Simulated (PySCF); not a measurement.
Compound: C6H11B.
Cartesian coordinates in Å at the GFN2-xTB level; atoms count from 1:
```xyz
18
C6H11B angstrom
C      0.409   -1.402    2.113
C     -0.631   -0.849    1.515
C     -1.182   -1.266    0.192
B     -0.800   -0.327   -1.027
C      0.386    0.651   -0.933
C      1.188    1.019   -2.172
C      0.292    2.031   -1.572
H      0.783   -1.046    3.059
H      0.933   -2.237    1.678
H     -1.132   -0.007    1.978
H     -2.268   -1.364    0.270
H     -0.804   -2.264   -0.055
H     -1.418   -0.410   -2.021
H      0.977    0.640   -0.021
H      0.898    0.568   -3.109
H      2.255    1.132   -2.055
H     -0.620    2.283   -2.089
H      0.725    2.855   -1.026
```

Vertical excitations from PySCF (density fitting, frozen core in the response, grid level 2 and gas phase unless stated; continuum runs use non-equilibrium linear response for the excitations) on a GFN2-xTB geometry. Reference run:

| settings | S1, eV (f) | S2, eV (f) | S3, eV (f) | S4, eV (f) | S5, eV (f) | S6, eV (f) | T1, eV (Tamm–Dancoff) | mean α (au) |
| --- | --- | --- | --- | --- | --- | --- | --- | --- |
| PBE0/def2-SVPD, full TDDFT, 6 singlets | 5.02 (0.005) | 6.07 (0.001) | 6.23 (0.010) | 6.70 (0.223) | 6.86 (0.043) | 7.15 (0.214) | 4.29 | 84.5 |

What do these settings give: (1) PBE0/pcSseg-1, full TDDFT, 25 singlets; (2) PBE0/6-311+G(2d,p), start guess atom, full TDDFT, 3 singlets; (3) PBE0/IGLO-II, energy threshold 1e-07 Eh, full TDDFT, 25 singlets?

| settings | S1, eV (f) | S2, eV (f) | S3, eV (f) | S4, eV (f) | S5, eV (f) | S6, eV (f) | T1, eV (Tamm–Dancoff) | mean α (au) |
| --- | --- | --- | --- | --- | --- | --- | --- | --- |
| PBE0/pcSseg-1, full TDDFT, 25 singlets | 5.02 (0.005) | 6.09 (0.001) | 6.25 (0.011) | 6.73 (0.255) | 7.41 (0.286) | 7.45 (0.001) | 4.30 | 76.6 |
| PBE0/6-311+G(2d,p), start guess atom, full TDDFT, 3 singlets | 4.99 (0.006) | 6.03 (0.002) | 6.20 (0.010) | – | – | – | 4.26 | 84.5 |
| PBE0/IGLO-II, energy threshold 1e-07 Eh, full TDDFT, 25 singlets | 5.03 (0.005) | 6.08 (0.001) | 6.25 (0.011) | 6.70 (0.245) | 7.30 (0.276) | 7.45 (0.001) | – | 80.1 |

(1) S1 stays within 0.01 eV. (2) S1 moves by -0.03 eV. (3) S1 moves by +0.01 eV. States are counted by energy in each run and needn't keep their character from row to row.

All basis functions are spherical, in the Pople sets too.

Give the leading configurations of S1 (H = HOMO, L = LUMO) and the HOMO–LUMO gap of each run.

```
                                                        settings  S1 configurations (weight)  S1 (eV)  orbital gap (eV)  S1 − gap (eV)
                          PBE0/def2-SVPD, full TDDFT, 6 singlets                    H→L 0.96     5.02              6.27          -1.25
                          PBE0/pcSseg-1, full TDDFT, 25 singlets                    H→L 0.96     5.02              6.27          -1.25
    PBE0/6-311+G(2d,p), start guess atom, full TDDFT, 3 singlets                    H→L 0.96     4.99              6.21          -1.22
PBE0/IGLO-II, energy threshold 1e-07 Eh, full TDDFT, 25 singlets                    H→L 0.96     5.03              6.27          -1.24
```

One conformer stands for the species.
